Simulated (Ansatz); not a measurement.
**Isomers**

Structures of CH5GeO (charge +1), singlet, relaxed at PBE0-D4/def2-TZVP (vibrations not checked; lower isomers may exist, and structures with a doubtful reference or unclear bonds are left out). Computed with Ansatz 0.2.0 (basis: def2-TZVPP); correlated methods freeze the cores. Filled d shells of the heavier atoms are correlated. The def2 sets are not built for correlating such inner shells, so the correlated values are less sure here. B3LYP uses VWN-RPA correlation.

Question: Rank them by CCSD(T) energy, lowest first, and give each one's height above the lowest. Links in brackets join atoms within 1.22 times the sum of their covalent radii (1.1 for two metals). (To be estimated.)
A.
CH₅GeO ([CH2]1[OH][GeH2]1), total charge +1
```
8
angstrom
C -0.5959 0.4063 -0.5989
O -0.2832 0.6512 0.8303
Ge 0.5363 -0.9969 0.0320
H -1.6619 0.2429 -0.7142
H -0.1799 1.1590 -1.2613
H 0.2235 1.4644 0.9762
H -0.0741 -2.1596 0.7914
H 2.0353 -0.7675 -0.0556
```
B.
CH₅GeO ([CH2][GeH][OH2]), total charge +1
```
8
angstrom
O 0.1114 -1.2812 0.6369
C 0.0827 1.5706 -0.3931
Ge -0.7527 0.0446 -0.5440
H -1.5743 -0.9100 -1.3713
H -0.3226 2.4272 -0.9201
H 0.6876 -1.0018 1.3630
H 0.3440 -2.1773 0.3533
H 0.8210 1.7453 0.3796
```
C.
CH₅GeO ([CH3][Ge][OH2]), total charge +1
```
8
angstrom
C -0.6698 0.9890 -0.4296
O 0.8049 -1.2716 0.4863
Ge -0.7859 -0.9206 -0.7744
H -1.4451 1.5095 -0.9979
H 0.3043 1.3892 -0.7346
H 1.3115 -0.6165 0.9877
H 1.1539 -2.1573 0.6570
H -0.8187 1.2106 0.6339
```
D.
CH₅GeO ([CH3][OH][GeH]), total charge +1
```
8
angstrom
C -0.7288 0.7554 -0.1621
O 0.1743 -0.0614 -0.9823
Ge 1.1106 -1.7649 -0.6357
H -0.2726 1.7332 -0.0225
H -1.6867 0.8234 -0.6735
H 0.3160 0.3410 -1.8510
H 0.4378 -1.7482 0.7995
H -0.8288 0.2333 0.7849
```

Answer: By the calculation: C (0.000 eV), D (0.945 eV), A (1.531 eV), B (1.746 eV). Heights count from the lowest.

Question: Do PBE-D4, r2SCAN-D4, PBE0-D4, B3LYP-D4, wB97M-V, HF, MP2 give the same order? (A judgement: the text doesn't fix the answer.)

Answer: By the calculation: All do.

The T1 diagnostic stays at or below 0.013. The restricted Hartree–Fock reference is unstable towards an unrestricted one at one or more of these structures.

For scale, one of the runs: CCSD(T)/def2-TZVPP, 180 basis functions, launched by `ansatz run in.yaml --threads 2 --pin off --events-out ev --progress --plain --max-ram 4352MiB`. Time: 90 s of wall clock on 2 CPU threads of an Arm Neoverse V1; the host was shared. Peak host memory: 1.7 GiB.
